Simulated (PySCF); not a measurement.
Dipole response of In⁺ (indium, charge +1)

[Kr] 4d10 5s2, closed-shell 1S. Computed with PySCF 2.14 in aug-cc-pwCVDZ-PP with ECP28MDF, with a scalar-relativistic core potential. Coupled (time-dependent) response in atomic units; α is the mean over directions. A double-zeta set is small for polarisabilities.

```tsv
method	mean α (bohr³)	C₆ (like pair)	S(−4)
UHF	29.46	202.5	393.1
PBE	23.06	147.8	230.0
PBE0	24.40	158.7	260.8
BLYP	22.48	143.0	217.6
```

S(−4) is the Cauchy moment in α(ω) = α(0) + S(−4) ω² + …

α(iu) at UHF:

```tsv
u (hartree)	α(iu) (bohr³)
0	29.46
0.0500	28.52
0.100	26.04
0.200	19.59
0.300	14.26
0.500	8.337
0.750	5.228
1.00	3.783
1.50	2.456
2.00	1.820
3.00	1.155
5.00	0.5746
```

A single London oscillator, α(iu) = α/(1 + u²/ω²), gives C₆ = (3/4) ω α². Matching the computed C₆ needs ω = 4 × 202.5 / (3 × 29.46²) = 0.311 hartree.

For an ion, C₆ is the dispersion term alone; charge-induced terms of lower order in 1/R come first.

Energies and moments cover only the electrons outside the core potential.
